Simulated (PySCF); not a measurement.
Simulation results for BH₅NOSi, BH₃O₂, BH₄O₂Si, B₂ClH₂O and others

Computed with PySCF 2.14.0. Calculation on a computer-drawn molecule: the log of a Hartree-Fock and frozen-core CCSD(T) single point meant for a local Hartree-Fock minimum, with one planted fault or none, to be diagnosed. Offsets are logged minus clean, where the clean run is the same molecule without the fault. The reference is restricted for singlets and unrestricted otherwise, and also for a bond in bohr or an excited solution. Adding or removing an electron swaps singlet and doublet. The excited solution moves the top pair (singlet) or top alpha electron (doublet) to the lowest empty orbital. Highest occupied and lowest empty are orbital energies over both spins, largest force is the largest gradient component, triples share is (T) over the correlation energy, the T1 limit is 0.02 restricted and 0.045 unrestricted, electrons count all cores, a negative frequency is imaginary (commonest isotopes), and the dipole is about the centre of nuclear charge.

Common to all runs: logged SCF converged yes; possible faults no fault, one electron removed, one electron added, multiplicity raised by two, geometry at a saddle point, SCF held on an excited solution, minimal basis STO-3G, one bond length entered in bohr, all coordinates scaled.

(1) 
```xyz
9
formula=BH5NOSi meant_charge=0 meant_multiplicity=2 meant_basis=cc-pV(D+d)Z logged_electrons=39 logged_basis_functions=90 logged_spin_squared=0.7874 logged_highest_occupied=-3.2254 logged_lowest_empty=-1.1309 logged_largest_force=0.043349 logged_dipole_magnitude=1.6058 logged_SCF_stable_within_its_kind=no logged_energy_HF=-445.73501 planted_fault=SCF_held_on_an_excited_solution HF_energy_offset_from_clean_run=120.9
O     -1.2037    -0.9730     1.1644
B     -0.9637     0.1008     1.9595
N      0.3398     0.5332     2.3579
Si     1.9140    -0.1506     2.0916
H     -0.4379    -1.4295     0.8515
H     -1.9231     0.7137     2.3384
H      0.3235     1.3437     2.9497
H      1.7964    -1.1851     1.0331
H      2.8806     0.8955     1.6738
```

Units: logged_highest_occupied, logged_lowest_empty in eV; logged_largest_force in hartree/bohr; logged_dipole_magnitude in debye; logged_energy_HF in hartree; HF_energy_offset_from_clean_run in kcal/mol.

Drawn bonds:
```
atom  other atom  order
   1           2      1
   2           3      1
   3           4      1
   1           5      1
   2           6      1
   3           7      1
   4           8      1
   4           9      1
```

Notes: coupled-cluster numbers left out as unreliable.

(2) 
```xyz
9
formula=BH5NOSi meant_charge=0 meant_multiplicity=2 meant_basis=cc-pV(D+d)Z logged_electrons=39 logged_basis_functions=90 logged_spin_squared=1.5032 logged_highest_occupied=-8.9747 logged_lowest_empty=1.4007 logged_largest_force=0.020323 logged_T1_diagnostic=0.054609 logged_D1_diagnostic=0.27133 logged_triples_share=0.034514 logged_CC_converged=yes logged_dipole_magnitude=1.8427 logged_SCF_stable_within_its_kind=yes logged_energy_HF=-445.78703 logged_energy_CCSD(T)=-446.36054 planted_fault=one_bond_length_entered_in_bohr,row_6_of_the_drawn_bonds HF_energy_offset_from_clean_run=88.26 CCSD(T)_energy_offset_from_clean_run=90.36
O     -1.2037    -0.9730     1.1644
B     -0.9637     0.1008     1.9595
N      0.3398     0.5332     2.3579
Si     1.9140    -0.1506     2.0916
H     -0.4379    -1.4295     0.8515
H     -1.9231     0.7137     2.3384
H      0.3091     2.0649     3.4763
H      1.7964    -1.1851     1.0331
H      2.8806     0.8955     1.6738
```

Units: logged_highest_occupied, logged_lowest_empty in eV; logged_largest_force in hartree/bohr; logged_dipole_magnitude in debye; logged_energy_HF, logged_energy_CCSD(T) in hartree; HF_energy_offset_from_clean_run, CCSD(T)_energy_offset_from_clean_run in kcal/mol.

Drawn bonds:
```
atom  other atom  order
   1           2      1
   2           3      1
   3           4      1
   1           5      1
   2           6      1
   3           7      1
   4           8      1
   4           9      1
```

Notes: T1 above single-reference limit.

(3) 
```xyz
6
formula=BH3O2 meant_charge=0 meant_multiplicity=1 meant_basis=cc-pVDZ logged_electrons=24 logged_basis_functions=57 logged_spin_squared=0 logged_highest_occupied=-13.703 logged_lowest_empty=4.3697 logged_largest_force=6.661e-06 logged_lowest_frequency=478.73 logged_T1_diagnostic=0.013661 logged_D1_diagnostic=0.048867 logged_triples_share=0.021663 logged_CC_converged=yes logged_dipole_magnitude=2.8957 logged_SCF_stable_within_its_kind=yes logged_energy_HF=-176.27002 logged_energy_CCSD(T)=-176.75982 planted_fault=no_fault HF_energy_offset_from_clean_run=0 CCSD(T)_energy_offset_from_clean_run=0
O     -1.8212     0.5787    -1.6612
B     -1.9518     1.6868    -0.8886
O     -2.6388     1.7313     0.2810
H     -2.2467    -0.2024    -1.3413
H     -1.4267     2.6906    -1.2633
H     -3.0448     0.9228     0.5545
```

Units: logged_highest_occupied, logged_lowest_empty in eV; logged_largest_force in hartree/bohr; logged_lowest_frequency in cm⁻¹; logged_dipole_magnitude in debye; logged_energy_HF, logged_energy_CCSD(T) in hartree; HF_energy_offset_from_clean_run, CCSD(T)_energy_offset_from_clean_run in kcal/mol.

Drawn bonds:
```
atom  other atom  order
   1           2      1
   2           3      1
   1           4      1
   2           5      1
   3           6      1
```

(4) 
```xyz
6
formula=BH3O2 meant_charge=0 meant_multiplicity=1 meant_basis=cc-pVDZ logged_electrons=24 logged_basis_functions=57 logged_spin_squared=0 logged_highest_occupied=-13.656 logged_lowest_empty=4.3131 logged_largest_force=0.015797 logged_T1_diagnostic=0.014204 logged_D1_diagnostic=0.051237 logged_triples_share=0.022126 logged_CC_converged=yes logged_dipole_magnitude=2.869 logged_SCF_stable_within_its_kind=yes logged_energy_HF=-176.26852 logged_energy_CCSD(T)=-176.761 planted_fault=all_coordinates_scaled,by_+1.6_% HF_energy_offset_from_clean_run=0.9443 CCSD(T)_energy_offset_from_clean_run=-0.7407
O     -1.8504     0.5879    -1.6878
B     -1.9831     1.7138    -0.9028
O     -2.6810     1.7590     0.2855
H     -2.2826    -0.2056    -1.3628
H     -1.4496     2.7336    -1.2835
H     -3.0936     0.9376     0.5633
```

Units: logged_highest_occupied, logged_lowest_empty in eV; logged_largest_force in hartree/bohr; logged_dipole_magnitude in debye; logged_energy_HF, logged_energy_CCSD(T) in hartree; HF_energy_offset_from_clean_run, CCSD(T)_energy_offset_from_clean_run in kcal/mol.

Drawn bonds:
```
atom  other atom  order
   1           2      1
   2           3      1
   1           4      1
   2           5      1
   3           6      1
```

(5) 
```xyz
6
formula=BH3O2 meant_charge=0 meant_multiplicity=1 meant_basis=cc-pVDZ logged_electrons=25 logged_basis_functions=57 logged_spin_squared=0.7595 logged_highest_occupied=3.8725 logged_lowest_empty=9.7941 logged_largest_force=0.07914 logged_T1_diagnostic=0.011694 logged_D1_diagnostic=0.047229 logged_triples_share=0.020327 logged_CC_converged=yes logged_dipole_magnitude=5.0567 logged_SCF_stable_within_its_kind=yes logged_energy_HF=-176.10301 logged_energy_CCSD(T)=-176.60331 planted_fault=one_electron_added HF_energy_offset_from_clean_run=104.8 CCSD(T)_energy_offset_from_clean_run=98.22
O     -1.8212     0.5787    -1.6612
B     -1.9518     1.6868    -0.8886
O     -2.6388     1.7313     0.2810
H     -2.2467    -0.2024    -1.3413
H     -1.4267     2.6906    -1.2633
H     -3.0448     0.9228     0.5545
```

Units: logged_highest_occupied, logged_lowest_empty in eV; logged_largest_force in hartree/bohr; logged_dipole_magnitude in debye; logged_energy_HF, logged_energy_CCSD(T) in hartree; HF_energy_offset_from_clean_run, CCSD(T)_energy_offset_from_clean_run in kcal/mol.

Drawn bonds:
```
atom  other atom  order
   1           2      1
   2           3      1
   1           4      1
   2           5      1
   3           6      1
```

Notes: highest electron not bound in this basis.

(6) 
```xyz
8
formula=BH4O2Si meant_charge=0 meant_multiplicity=2 meant_basis=cc-pV(D+d)Z logged_electrons=39 logged_basis_functions=85 logged_spin_squared=3.7719 logged_highest_occupied=-4.0994 logged_lowest_empty=-3.8216 logged_largest_force=0.092818 logged_T1_diagnostic=0.051484 logged_D1_diagnostic=0.30485 logged_triples_share=0.032474 logged_CC_converged=yes logged_dipole_magnitude=2.5125 logged_SCF_stable_within_its_kind=yes logged_energy_HF=-465.47883 logged_energy_CCSD(T)=-466.07321 planted_fault=multiplicity_raised_by_two HF_energy_offset_from_clean_run=190.8 CCSD(T)_energy_offset_from_clean_run=181.5
O      1.1004     1.6324     0.4373
B      0.2764     1.1905    -0.5402
O      0.3245    -0.0762    -1.0433
Si     1.2009    -1.4733    -1.0451
H      1.7145     0.9921     0.7654
H     -0.5303     1.9583    -0.9728
H      2.2257    -1.4356     0.0334
H      0.2810    -2.6112    -0.8313
```

Units: logged_highest_occupied, logged_lowest_empty in eV; logged_largest_force in hartree/bohr; logged_dipole_magnitude in debye; logged_energy_HF, logged_energy_CCSD(T) in hartree; HF_energy_offset_from_clean_run, CCSD(T)_energy_offset_from_clean_run in kcal/mol.

Drawn bonds:
```
atom  other atom  order
   1           2      1
   2           3      1
   3           4      1
   1           5      1
   2           6      1
   4           7      1
   4           8      1
```

Notes: T1 above single-reference limit.

(7) 
```xyz
6
formula=B2ClH2O meant_charge=1 meant_multiplicity=1 meant_basis=cc-pV(D+d)Z logged_electrons=35 logged_basis_functions=75 logged_spin_squared=0.7803 logged_highest_occupied=-25.659 logged_lowest_empty=-15.051 logged_largest_force=0.058982 logged_T1_diagnostic=0.065929 logged_D1_diagnostic=0.36144 logged_triples_share=0.037852 logged_CC_converged=yes logged_dipole_magnitude=6.0466 logged_SCF_stable_within_its_kind=yes logged_energy_HF=-584.04991 logged_energy_CCSD(T)=-584.5555 planted_fault=one_electron_removed HF_energy_offset_from_clean_run=393.3 CCSD(T)_energy_offset_from_clean_run=397.5
O     -0.1289    -0.2146     1.0573
B      1.0709    -0.1817     0.5322
B      1.6400     1.1384    -0.5051
Cl     2.2710     2.2793    -1.4602
H     -0.7703     0.4679     0.9150
H      1.8818    -1.0326     0.7046
```

Units: logged_highest_occupied, logged_lowest_empty in eV; logged_largest_force in hartree/bohr; logged_dipole_magnitude in debye; logged_energy_HF, logged_energy_CCSD(T) in hartree; HF_energy_offset_from_clean_run, CCSD(T)_energy_offset_from_clean_run in kcal/mol.

Drawn bonds:
```
atom  other atom  order
   1           2      1
   2           3      1
   3           4      1
   1           5      1
   2           6      1
```

Notes: T1 above single-reference limit.

(8) 
```xyz
10
formula=CH6BOSi meant_charge=0 meant_multiplicity=2 meant_basis=cc-pV(D+d)Z logged_electrons=38 logged_basis_functions=95 logged_spin_squared=0 logged_highest_occupied=-17.945 logged_lowest_empty=-7.2582 logged_largest_force=0.07382 logged_T1_diagnostic=0.027638 logged_D1_diagnostic=0.1171 logged_triples_share=0.027303 logged_CC_converged=yes logged_dipole_magnitude=3.1876 logged_SCF_stable_within_its_kind=yes logged_energy_HF=-429.54961 logged_energy_CCSD(T)=-430.09125 planted_fault=one_electron_removed HF_energy_offset_from_clean_run=202.9 CCSD(T)_energy_offset_from_clean_run=209.3
O     -3.0404    -0.0461    -0.3061
B     -2.8764    -1.3427     0.0539
C     -1.4376    -1.8277     0.3977
Si     0.0881    -0.7400     0.3483
H     -3.9325     0.1924    -0.5032
H     -3.8308    -2.0791     0.0993
H     -1.3054    -2.8686     0.6867
H      1.2830    -1.5297     0.7339
H      0.3044    -0.1989    -1.0144
H     -0.0456     0.3966     1.2899
```

Units: logged_highest_occupied, logged_lowest_empty in eV; logged_largest_force in hartree/bohr; logged_dipole_magnitude in debye; logged_energy_HF, logged_energy_CCSD(T) in hartree; HF_energy_offset_from_clean_run, CCSD(T)_energy_offset_from_clean_run in kcal/mol.

Drawn bonds:
```
atom  other atom  order
   1           2      1
   2           3      1
   3           4      1
   1           5      1
   2           6      1
   3           7      1
   4           8      1
   4           9      1
   4          10      1
```

Notes: T1 above single-reference limit.

(9) 
```xyz
7
formula=AlBH3O2 meant_charge=0 meant_multiplicity=2 meant_basis=cc-pV(D+d)Z logged_electrons=37 logged_basis_functions=80 logged_spin_squared=3.7512 logged_highest_occupied=-6.2486 logged_lowest_empty=-2.7809 logged_largest_force=0.076218 logged_T1_diagnostic=0.02739 logged_D1_diagnostic=0.15063 logged_triples_share=0.025419 logged_CC_converged=yes logged_dipole_magnitude=1.9488 logged_SCF_stable_within_its_kind=yes logged_energy_HF=-418.01929 logged_energy_CCSD(T)=-418.52733
O     -1.8366     1.3037    -0.5956
B     -1.8873    -0.0393    -0.8094
O     -1.3929    -0.8702     0.1219
Al    -0.8607    -1.3440     1.6619
H     -2.2015     1.8068    -1.3060
H     -2.3680    -0.4769    -1.8250
H      0.6130    -1.9411     1.7449
```

Units: logged_highest_occupied, logged_lowest_empty in eV; logged_largest_force in hartree/bohr; logged_dipole_magnitude in debye; logged_energy_HF, logged_energy_CCSD(T) in hartree.

Drawn bonds:
```
atom  other atom  order
   1           2      1
   2           3      1
   3           4      1
   1           5      1
   2           6      1
   4           7      1
```

(10) 
```xyz
8
formula=BClH4OSi meant_charge=0 meant_multiplicity=1 meant_basis=cc-pV(D+d)Z logged_electrons=49 logged_basis_functions=94 logged_spin_squared=0.758 logged_highest_occupied=0.54372 logged_lowest_empty=8.5087 logged_largest_force=0.070823 logged_T1_diagnostic=0.015926 logged_D1_diagnostic=0.079117 logged_triples_share=0.024482 logged_CC_converged=yes logged_dipole_magnitude=3.2359 logged_SCF_stable_within_its_kind=yes logged_energy_HF=-850.35733 logged_energy_CCSD(T)=-850.93847
O     -0.9010    -0.0604    -3.1311
B     -1.1581    -0.7266    -1.9907
Si    -2.3055     0.0260    -0.4658
Cl    -3.9585    -1.2277    -0.2266
H     -1.2906     0.7982    -3.2011
H     -0.6764    -1.8226    -1.9001
H     -2.8316     1.3831    -0.7437
H     -1.5889     0.0515     0.8259
```

Units: logged_highest_occupied, logged_lowest_empty in eV; logged_largest_force in hartree/bohr; logged_dipole_magnitude in debye; logged_energy_HF, logged_energy_CCSD(T) in hartree.

Drawn bonds:
```
atom  other atom  order
   1           2      1
   2           3      1
   3           4      1
   1           5      1
   2           6      1
   3           7      1
   3           8      1
```

Notes: highest electron not bound in this basis.

## Withheld values
1. AlBH₃O₂ (entry 9): planted fault?
2. Which fault was planted in the run of BClH₄OSi (entry 10)?

Calculated values
1. multiplicity raised by two
2. one electron added

Further results for AlBH₃O₂ (entry 9):

```
HF energy offset from clean run      : 121.2 kcal/mol
CCSD(T) energy offset from clean run : 137.8 kcal/mol
```

Further results for BClH₄OSi (entry 10):

```
HF energy offset from clean run      : 31.13 kcal/mol
CCSD(T) energy offset from clean run : 21.4 kcal/mol
```
